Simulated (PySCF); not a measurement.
Species: 2-fluoropyrimidine, C₄H₃FN₂.
Atom-mapped SMILES: `[F:1][c:2]1[n:3][cH:4][cH:5][cH:6][n:7]1` (hydrogens: H8 on C4; H9 on C5; H10 on C6)

Computed with PySCF at wB97X-D/pcSseg-2, non-relativistic, on one gas-phase PBE0-D3(BJ)/def2-TZVP geometry that isn't relaxed in the solvent. The solvent is an IEF-PCM continuum (van der Waals radii × 1.2). The model holds no explicit solvent molecules, cavitation or dispersion.

Gas phase at wB97X-D/pcSseg-2: HOMO -9.87 eV, LUMO 0.08 eV, dipole 3.94 D.

Q: What does the continuum do to the energy, the frontier levels and the dipole at wB97X-D/pcSseg-2 in chloroform?

A: 
```csv
solvent,ε,E(solvent) − E(gas) (kJ/mol),polarisation term (kJ/mol),distortion of the solute (kJ/mol),HOMO (eV),LUMO (eV),dipole (D)
chloroform,4.711,-18.92,-22.11,3.19,-9.91,0.21,4.90
```

The first energy column is the sum of the next two and covers electrostatics alone.

Q: Which radius a makes the point-dipole formula ΔE = −[(ε − 1)/(2ε + 1)]·μ²/a³ give the value in chloroform, with the gas-phase dipole?

A: μ = 1.552 au and |ΔE| = 0.00721 Eh give a = 2.60 Å; the farthest nucleus lies 2.79 Å from the centroid of the nuclei, so such a sphere wouldn't even hold the nuclei. The formula assumes a rigid point dipole at the centre of a sphere.

The pairwise dispersion term of wB97X-D wasn't added to the energies; at a given geometry it leaves orbitals and properties as they are.
